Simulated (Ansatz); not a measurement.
BAs2: single points at one geometry.

```yaml
crystal:
  periodic: [false, false, false]
  atoms:
    - {symbol: B, position_ang: [-0.183260, 0.728761, -0.088335]}
    - {symbol: As, position_ang: [-1.028253, -0.749798, -0.812206]}
    - {symbol: As, position_ang: [1.211513, 0.021037, 0.900541]}
basis:
  gaussian: {orbitals: def2-TZVP, initial_orbitals: start.molden}
magnetization: {spin_polarized: true, initial_magnetization: 1}
hamiltonian: {xc: {name: r2SCAN0}, dispersion: d4}
scf: {omitted_lower_state_checks: [starts]}
output: {orbitals: {seedname: orbitals}}
```

The file start.molden holds the orbitals of an earlier run on this structure, at another level or in another basis.

```sh
$ ansatz run in.yaml --threads 4 --pin off --events-out ev --progress --plain --max-ram 3916MiB
```

Output, abridged:

```
Functional definition: r2SCAN0
842 factors; integrals over basis functions are off by at most 5.3e-4 eV
mean field evaluation 1: about -122355.0496 eV, gradient 5.4e0 eV
mean field evaluation 2: about -122355.0783 eV, gradient 7.8e-2 eV
mean field evaluation 4: about -122355.1365 eV, gradient 2.6e-3 eV
mean field evaluation 8: about -122355.1365 eV, gradient 7.4e-5 eV
mean field -122355.13646448 eV, -4496.4683297795 hartree, gradient 2.6e-5 eV, S^2 0.829911; 0 other end points of the search recorded, 0 dependent functions left out
reference -122355.13647263 eV, -4496.4683300789 hartree; 36, 35 occupied and 91, 92 virtual orbitals, 842 factors
Total energy: -122355.16232556 eV, -4496.4692801567 hartree
Checks for a lower state left out: starts
```

It took 8.5 s on 4 threads of Arm Neoverse V1 on a shared host.

First input, but with `hamiltonian: {xc: pbe, dispersion: d4}` (abridged; 2 s):

```
Functional definition: PBE
mean field -122337.89779232 eV, -4495.8348202625 hartree, gradient 2.1e-5 eV, S^2 0.764923
Total energy: -122338.00522502 eV, -4495.8387683413 hartree
Checks for a lower state left out: starts
```

First input, but with `gaussian: {orbitals: def2-TZVPD, initial_orbitals: start.molden}`, `hamiltonian: {xc: pbe, dispersion: d4}` (abridged; 3.3 s):

```
Functional definition: PBE
mean field -122337.92111916 eV, -4495.8356775080 hartree, gradient 1.2e-5 eV, S^2 0.764778
Total energy: -122338.02855725 eV, -4495.8396257848 hartree
Checks for a lower state left out: starts
```

Geometry: PBE-D4/def2-TZVP.

At r2SCAN0-D4/def2-TZVP the charge 0 doublet is spin-contaminated (final ⟨S²⟩ up to 0.83, 0.75 for a pure state). The structure comes from a short search, and lower isomers may exist.
